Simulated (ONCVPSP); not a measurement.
# u(r) = r·R(r): atom against pseudo-atom (magnesium)

Columns: radius, all-electron u(r) and pseudo u(r) of the 2s shell (level -88.66 eV) of magnesium in the configuration [He] 2s2 2p6 3s1; PBEsol, scalar-relativistic, ONCV scheme, ONCVPSP 4.0.1.

```
r (bohr)  all-electron  pseudo
   0.065       -0.5588  0.2272
   0.130       -0.3286  0.4446
   0.195        0.1067  0.6430
   0.260        0.5217  0.8148
   0.325        0.8427  0.9543
   0.390        1.0585  1.0584
   0.455        1.1820  1.1262
   0.520        1.2327  1.1591
   0.585        1.2298  1.1601
   0.650        1.1903  1.1342
   0.715        1.1268  1.0866
   0.780        1.0493  1.0231
   0.845        0.9647  0.9492
   0.910        0.8779  0.8696
   0.975        0.7925  0.7886
   1.040        0.7106  0.7090
   1.105        0.6337  0.6331
   1.170        0.5624  0.5622
   1.235        0.4971  0.4971
   1.300        0.4380  0.4379
   1.365        0.3847  0.3847
   1.430        0.3371  0.3371
   1.495        0.2947  0.2947
   1.560        0.2572  0.2571
   1.625        0.2240  0.2240
   1.690        0.1948  0.1948
```

Problem. How many radial nodes do the two functions have?

Solution. The all-electron 2s function has n − l − 1 = 1; the pseudo-wave has 0, since the states of the same l below it are removed with the core.

Problem. At about which radius was the pseudo-wave matched?

Solution. 1.30 bohr. The columns agree to 0.0005 from 1.17 bohr on; several derivatives are matched, so the curves merge somewhat inside the radius.

Problem. Is the pseudo-wave norm-conserving?

Solution. Yes: the ONCV scheme keeps the norm inside the radius equal to the all-electron one, which fixes the energy derivative of the logarithmic derivative at the level.
